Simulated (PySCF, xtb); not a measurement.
CdCl₂, SMILES [Cd]([Cl])[Cl].

xtb with GFN2-xTB at its own geometry gives an orbital gap of 3.06 eV and a dipole moment of 3.50 D.

Geometry: PBE-D3(BJ)/def2-TZVP. The isomer is the one that the SMILES or the coordinates give; other isomers of the formula were not compared. The def2 effective core potentials stand for the cores of Cd; spin–orbit coupling is left out.

Question: What does CAM-B3LYP/def2-TZVPD in PySCF give? (The exact figures need the calculation; the answer reports its results.)

Answer: gap 8.89 eV (levels -10.33 and -1.44 eV), dipole 0.00 D.
